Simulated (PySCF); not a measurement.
# Reading the logs of faulty runs: AlB2H4N

All numbers below are calculated, not measured. They come from PySCF 2.14.0, an open-source quantum chemistry program, on an isolated molecule that a program drew, which may never have been made. The molecule is AlB2H4N (charge 0, singlet), drawn as the SMILES string `B[N]=[Al][BH2]`.

Each row is a Hartree-Fock (HF) and frozen-core CCSD(T) single point in the cc-pV(D+d)Z basis, meant for a local HF minimum. Run 1 is clean. Each other run has one planted mistake out of seven kinds, and not every kind appears here: one electron removed, one electron added, multiplicity raised by two, geometry at a saddle point, minimal basis STO-3G, one bond length entered in bohr, all coordinates scaled. The reference is restricted for singlets and unrestricted otherwise, and also for a bond in bohr. Adding or removing an electron swaps singlet and doublet. Electrons count all cores. HOMO and LUMO are orbital energies over both spins, the gradient is its largest component, and the lowest frequency (negative if imaginary) is given only where the gradient is small. Bond lengths are over the 7 bonds as drawn. T1 is the CCSD diagnostic: over 0.02 (restricted) or 0.045 (unrestricted) a single reference is doubtful.

Geometry of the clean run:
```xyz
8
AlB2H4N, angstrom
B    -2.7363    1.4967    1.2141
N    -1.5275    0.9825    0.7591
Al   -0.1105    0.3796    0.2276
B     1.7457   -0.4135   -0.4694
H    -3.7809    0.8953    1.0564
H    -2.7947    2.5672    1.7872
H     2.4160   -1.1048    0.2392
H     2.1326   -0.1743   -1.5751
```

| run | electrons | basis functions | <S^2> | HOMO (eV) | LUMO (eV) | gradient (hartree/bohr) | lowest frequency (cm^-1) | mean bond (Å) | longest bond (Å) | T1 | HF (hartree) | CCSD(T) (hartree) | mistake |
|---|---|---|---|---|---|---|---|---|---|---|---|---|---|
| 1 | 34 | 85 | 0.000 | -8.33 | -0.29 | 3.6e-05 | 103 | 1.4253 | 2.135 | 0.0304 | -348.01711 | -348.46394 | no fault |
| 2 | 33 | 85 | 0.765 | -16.50 | -5.84 | 6.1e-02 | - | 1.4253 | 2.135 | 0.0334 | -347.78092 | -348.17427 | one electron removed |
| 3 | 35 | 85 | 0.761 | -2.06 | 6.27 | 4.5e-02 | - | 1.4253 | 2.135 | 0.0194 | -348.05781 | -348.51881 | one electron added |
| 4 | 34 | 85 | 0.000 | -8.33 | -0.42 | 5.5e-05 | -150 | 1.4267 | 2.145 | 0.0219 | -348.01553 | -348.45917 | ? |
| 5 | 34 | 28 | 0.000 | -4.76 | 5.13 | 2.5e-02 | - | 1.4253 | 2.135 | 0.0442 | -343.74772 | -343.98033 | ? |

**Which mistake was planted in run 4, and what did it cost?**

The gradient is small, so the point is stationary, but the lowest frequency is imaginary (-150 cm^-1). So the mistake is: geometry at a saddle point. Subtracting run 1 and multiplying by 627.51 kcal/mol a hartree, the energy moved by 1.0 kcal/mol in HF and 3.0 kcal/mol in CCSD(T).

**Which mistake was planted in run 5, and what did it cost?**

It has 28 basis functions where the clean run has 85, with the same electrons and geometry. So the mistake is: minimal basis STO-3G. Subtracting run 1 and multiplying by 627.51 kcal/mol a hartree, the energy moved by 2679.1 kcal/mol in HF and 2813.5 kcal/mol in CCSD(T).

Cautions from the logs. Run 1: T1 is over the limit, so its CCSD(T) energy is less reliable; run 4: T1 is over the limit, so its CCSD(T) energy is less reliable; run 5: T1 is over the limit, so its CCSD(T) energy is less reliable.
